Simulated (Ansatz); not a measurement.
A run for Ansatz (a first-principles code): R-RI-MP2/aug-cc-pV(T+d)Z on C2H7ClO (a complex), monomers drawn apart or pushed together. Files ending in .json are basis or fitting sets from the Basis Set Exchange.

Ansatz 0.2 input:
```yaml
crystal:
  periodic: [false, false, false]
  atoms:
    - {symbol: Cl, position_ang: [-0.17401669, -0.02806795, 0.46864118]}
    - {symbol: H, position_ang: [-0.20298857, 0.22866111, 1.76144123]}
    - {symbol: C, position_ang: [-1.04142884, -0.53306442, 5.40773590]}
    - {symbol: O, position_ang: [-0.12515820, 0.39606611, 4.84646909]}
    - {symbol: C, position_ang: [1.20486880, 0.21572102, 5.31159255]}
    - {symbol: H, position_ang: [-1.08989907, -0.41436506, 6.49459474]}
    - {symbol: H, position_ang: [-0.75240817, -1.56234073, 5.16973825]}
    - {symbol: H, position_ang: [-2.01719968, -0.32254068, 4.97538758]}
    - {symbol: H, position_ang: [1.25588896, 0.36700166, 6.39428293]}
    - {symbol: H, position_ang: [1.82312548, 0.95805304, 4.81151573]}
    - {symbol: H, position_ang: [1.57297828, -0.78705817, 5.06968935]}
basis:
  gaussian:
    orbitals: aug-cc-pV_T+d_Z.json
    fitting: {mean_field: def2-universal-JKFIT, correlation: aug-cc-pVTZ-RIFIT.json}
magnetization: {spin_polarized: false}
correlation: {method: mp2, electrons: outside_noble_gas}
scf: {lower_state_search: off}
```

What total energy does the run end on?

-615.0567 hartree.

How many basis functions does it have, and what does it roughly cost on one machine?

354 functions; about 6 core-seconds (a rough figure).
